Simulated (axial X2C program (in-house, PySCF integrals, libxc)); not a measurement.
## Excited states of SrCl⁺ by EOM-EE-CCSD

Computed with an axial X2C code built on PySCF integrals: two-component X2C with atomic mean-field Coulomb and Gaunt terms, Gaussian nuclei, basis Sr dyall-acv3z, Cl dyall-av3z with contracted cores.

R = 2.458 Å (near the PBE0 minimum at charge 1 of the determinant lowest at the starting distance; the state shown can have its own minimum elsewhere).

Vertical excitation energies from the closed-shell determinant state of SrCl⁺:

| Ω | excitation (eV) | cm⁻¹ | hole of the leading pair | particle of the leading pair | weight of the pair (for Ω = 0 its time-reversed partner can hold as much again) | singles weight |
| --- | --- | --- | --- | --- | --- | --- |
| 2 | 5.033 | 40594 | 87% Cl pπ, 7% Sr dπ | 72% Sr sσ, 10% Sr dσ, 7% Cl pσ | 0.93 | 0.94 |
| 1 | 5.051 | 40735 | 87% Cl pπ, 7% Sr dπ | 71% Sr sσ, 10% Sr dσ, 7% Cl pσ | 0.83 | 0.94 |
| 0⁻ | 5.099 | 41130 | 84% Cl pπ, 7% Sr dπ | 72% Sr sσ, 10% Sr dσ, 7% Cl pσ | 0.47 | 0.94 |
| 0⁺ | 5.102 | 41148 | 86% Cl pπ, 7% Sr dπ | 71% Sr sσ, 10% Sr dσ, 7% Cl pσ | 0.47 | 0.94 |
| 1 | 5.135 | 41418 | 83% Cl pπ, 6% Sr dπ | 71% Sr sσ, 10% Sr dσ, 7% Cl pσ | 0.83 | 0.93 |
| 0⁻ | 5.354 | 43184 | 80% Cl pσ, 8% Sr dσ | 72% Sr sσ, 10% Sr dσ, 7% Cl pσ | 0.47 | 0.94 |
| 1 | 5.355 | 43191 | 80% Cl pσ, 8% Sr dσ | 72% Sr sσ, 10% Sr dσ, 7% Cl pσ | 0.93 | 0.94 |
| 0⁺ | 5.468 | 44106 | 82% Cl pσ, 8% Sr dσ | 70% Sr sσ, 12% Sr dσ, 7% Cl pσ | 0.46 | 0.93 |
| 2 | 6.984 | 56327 | 83% Cl pπ, 6% Sr dπ | 97% Sr dδ | 0.86 | 0.93 |
| 3 | 6.996 | 56430 | 87% Cl pπ, 7% Sr dπ | 95% Sr dδ | 0.73 | 0.93 |

This point took 2.6 min on 1 thread of Intel(R) Xeon(R) Platinum 8259CL CPU @ 2.50GHz (Skylake/Cascade Lake), with other jobs on the host.

Reference electrons by ω block (each with its −ω partner): 1/2: 19, 3/2: 7, 5/2: 1. 16 electrons of SrCl⁺ correlated (inner shells frozen), 88 natural virtual spinors (a truncated set); levels can be off by some tenths of an eV. Roots sought by Ω: (0: 5, 1: 4, 2: 3, 3: 1); rows need 60 % singles weight and stop where some Ω has no more roots. Missing are any skipped roots, higher Ω and states of a further excitation; these come out far too high here and may in truth be low or lowest. T1 of the reference 0.010 (Lee–Taylor). Some roots did not converge and are left out. Number of frozen shells: Sr 3 s, 2 p, 1 d; Cl 2 s, 1 p.
